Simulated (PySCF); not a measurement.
C4H9GeNOSi.
SMILES: `[SiH3][NH][GeH2][c]1ccco1`

A linear-response calculation (PySCF, def2-SVPD basis, gas phase, vertical, core orbitals frozen in the response) gave these numbers; the functional is withheld.

Orbital energies (eV): HOMO-3 -10.71, HOMO-2 -9.56, HOMO-1 -8.68, HOMO -8.03, LUMO 0.50, LUMO+1 1.13, LUMO+2 1.48.

```csv
state,E (eV),f,"main configurations (H = HOMO, L = LUMO)"
S1,5.76,0.277,H→L (83%)
S2,6.01,0.041,H-1→L (75%)
S3,6.53,0.0026,"H→L+1 (67%), H→L+4 (11%), H→L+3 (10%)"
S4,6.80,0.0026,"H-2→L (44%), H→L+10 (11%), H→L+8 (10%)"
S5,6.94,0.0063,"H-1→L+1 (38%), H→L+2 (14%), H→L+3 (9%)"
S6,7.03,0.0035,"H→L+2 (37%), H-1→L+1 (15%), H-1→L+2 (12%)"
```

Triplets, Tamm–Dancoff:

```json
{"state": "T1", "E (eV)": "3.87", "λ (nm)": "320.0", "main configurations (H = HOMO, L = LUMO)": "H→L (59%), H→L+2 (17%), H→L+1 (10%)"}
{"state": "T2", "E (eV)": "5.26", "λ (nm)": "235.9", "main configurations (H = HOMO, L = LUMO)": "H-2→L (38%), H→L+10 (13%), H→L+8 (11%)"}
{"state": "T3", "E (eV)": "5.58", "λ (nm)": "222.1", "main configurations (H = HOMO, L = LUMO)": "H-1→L (71%), H-1→L+2 (10%)"}
{"state": "T4", "E (eV)": "6.23", "λ (nm)": "199.0", "main configurations (H = HOMO, L = LUMO)": "H-2→L (27%), H→L+10 (18%), H→L+8 (16%)"}
```

Vertical ionisation energy by ΔSCF with the same functional: 8.68 eV. Mean static polarisability: 111.6 au.

**Question.** Which of these was used?
A. CAM-B3LYP
B. PBE
C. HF
D. B3LYP

**Answer.** A. CAM-B3LYP is range-separated, 19% exact exchange at short range and 65% at long range (ω = 0.33 bohr⁻¹). In this run −ε(HOMO) = 8.03 eV differs from the ΔSCF value by -0.65 eV, and S1 differs from the orbital gap of 8.53 eV by -2.77 eV. The ratio −ε(HOMO)/IP is 0.93. Usual ranges for neutral molecules in this basis: 0.85 to 0.93 with CAM-B3LYP, 0.5 to 0.7 with PBE, 0.67 to 0.83 with B3LYP; Hartree–Fock can't fall below 1, since the ion's relaxation only lowers the ΔSCF value.

Level of theory: TDDFT CAM-B3LYP/def2-SVPD, vertical, gas phase, core orbitals frozen in the response (PySCF 2.14.0, density-fitted response routines). One conformer (not necessarily the lowest) at the PBE0-D3(BJ)/def2-SVP geometry, without solvent, vibrations or thermal averaging. Relativistic effects, spin–orbit coupling among them, are left out although an element past zinc is present.

Hardware: an Arm Neoverse V2 with one thread, shared host with 96 logical CPUs at a one-minute load of 12. Cost: 4.3 min wall, 1.5 GiB resident at most.

Conformer computed: `[SiH3:1][NH:2][GeH2:3][c:4]1[cH:5][cH:6][cH:7][o:8]1`: Si1–N2–Ge3–C4 55°, N2–Ge3–C4–C5 -110°.
